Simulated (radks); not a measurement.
Neutral tantalum inside a hard spherical wall (all orbitals vanish at R), configuration held at [Xe] 4f14 5d3 6s2 and not refilled when levels cross. Calculated with a radial shooting solver on a logarithmic mesh with Libxc functionals: scalar-relativistic Kohn-Sham, PBEsol, spin-polarised, spherical densities, point nucleus; open shells are filled with parallel spins first (spin-orbit coupling, left out, can overturn this in heavy ions). Eigenvalues in eV for spin up, with the zero of energy where the potential of the charges vanishes at infinity; a dash marks a level that is unbound or too diffuse for the functional's potential to be trusted. A positive occupied level is held by the wall or, in an anion where self-interaction has pushed it up, behind a barrier. The pressure on the wall is -dE/dV.

R (bohr) = free: E (hartree) -15599.9561; kinetic (hartree) 17141.664; e(5p) -39.839; e(4f) -24.591; e(6s) -5.917; e(5d) -4.242; e(6p, empty) -1.566; e(7s, empty) -; pressure (GPa) 0
R (bohr) = 20: E (hartree) -15599.9561; kinetic (hartree) 17141.664; e(5p) -39.839; e(4f) -24.591; e(6s) -5.917; e(5d) -4.242; e(6p, empty) -1.565; e(7s, empty) -; pressure (GPa) < 0.0001
R (bohr) = 12: E (hartree) -15599.9560; kinetic (hartree) 17141.665; e(5p) -39.833; e(4f) -24.584; e(6s) -5.912; e(5d) -4.236; e(6p, empty) -1.535; e(7s, empty) 0.763; pressure (GPa) 0.00106
R (bohr) = 10: E (hartree) -15599.9555; kinetic (hartree) 17141.671; e(5p) -39.793; e(4f) -24.544; e(6s) -5.882; e(5d) -4.201; e(6p, empty) -1.434; e(7s, empty) 1.726; pressure (GPa) 0.0158
R (bohr) = 8: E (hartree) -15599.9502; kinetic (hartree) 17141.714; e(5p) -39.546; e(4f) -24.293; e(6s) -5.687; e(5d) -3.982; e(6p, empty) -0.984; e(7s, empty) 4.316; pressure (GPa) 0.246
R (bohr) = 6: E (hartree) -15599.8971; kinetic (hartree) 17142.028; e(5p) -38.217; e(4f) -22.906; e(6s) -4.474; e(5d) -2.805; e(6p, empty) 1.177; e(7s, empty) 12.725; pressure (GPa) 4.46
R (bohr) = 5: E (hartree) -15599.7641; kinetic (hartree) 17142.656; e(5p) -36.235; e(4f) -20.776; e(6s) -2.216; e(5d) -0.962; e(6p, empty) 4.764; e(7s, empty) 24.084; pressure (GPa) 21.6
R (bohr) = 4: E (hartree) -15599.2903; kinetic (hartree) 17144.556; e(5p) -32.105; e(4f) -16.141; e(6s) 4.264; e(5d) 3.374; e(6p, empty) 14.330; e(7s, empty) 50.340; pressure (GPa) 127
R (bohr) = 3: E (hartree) -15597.1978; kinetic (hartree) 17152.390; e(5p) -22.371; e(4f) -4.646; e(6s) 27.280; e(5d) 15.657; e(6p, empty) 45.252; e(7s, empty) 123.33; pressure (GPa) 1140
